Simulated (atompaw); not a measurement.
**Before and after: PAW (atompaw) potential for europium (Eu)**

Eu, PAW, made with atompaw 4.2.0.5 (LDA (PW92), scalar-relativistic). Core [Kr] 4d10 5s2, reference 4f7 5p6 5d0 6s1 6p1. Waves: 6s (bound); 6s channel at 0.8 Ry; 5p (bound); 6p (bound); 5d (bound, empty); 5d channel at 2.3 Ry; 4f (bound); 4f channel at 0.05 Ry. Local part: troulliermartins scheme with l = 4 at 0.5 Ry, radius 2.40 bohr. Core correction: smooth core density matched at 2.95 bohr. Augmentation charge: besselshape compensation charge, radius 3.00 bohr; PAW radius 3.00 bohr; waves and projectors: bloechl.

Change: local potential troulliermartins scheme with l = 4 at 0.5 Ry, radius 2.00 bohr.

Cutoffs: the cutoffs (Ry, on a coarse ladder) from which the occupation-weighted sum of valence levels, in a spherical-Bessel basis at the reference potential, stays within 10 and 1 mRy of its value at 400 Ry; they do not see the model core or the augmentation charge, which bear on the density cutoff.

Problem. What does the change do?

Solution. The potential gets harder (35 Ry and 45 Ry → 50 Ry and 70 Ry); both files keep a bound ghost (s); the range in which the p phases agree narrows (upper end 3.9 → 0.9).

```csv
quantity,base,changed
"cutoff, loose",35 Ry,50 Ry
"cutoff, tight",45 Ry,70 Ry
loose cutoff by channel (10 mRy a level),"s 6 Ry, p 18 Ry, f 25 Ry","s 8 Ry, p 30 Ry, f 35 Ry"
bound ghosts,s,s
s: phases at 3.01 bohr within 0.05 rad from the reference energy up to (Ry; the scan ends near 5),4.4,4.7
p: phases at 3.01 bohr within 0.05 rad from the reference energy up to (Ry; the scan ends near 5),3.9,0.9
d: phases at 3.01 bohr within 0.05 rad from the reference energy up to (Ry; the scan ends near 5),to the end of the scan,to the end of the scan
f: phases at 3.01 bohr within 0.05 rad from the reference energy up to (Ry; the scan ends near 5),1.2,1.2
lowest overlap eigenvalue by channel,"s 0.02, p 0.64, d 0.81, f 1.00","s 0.03, p 0.37, d 0.60, f 1.00"
```

 A true bound ghost makes a file unfit for plane-wave use even where its test errors are small: the radial tests pick states by their node count and pass the ghost by. The cutoffs see the waves, projectors and local potential, not the compensation charge or the core.
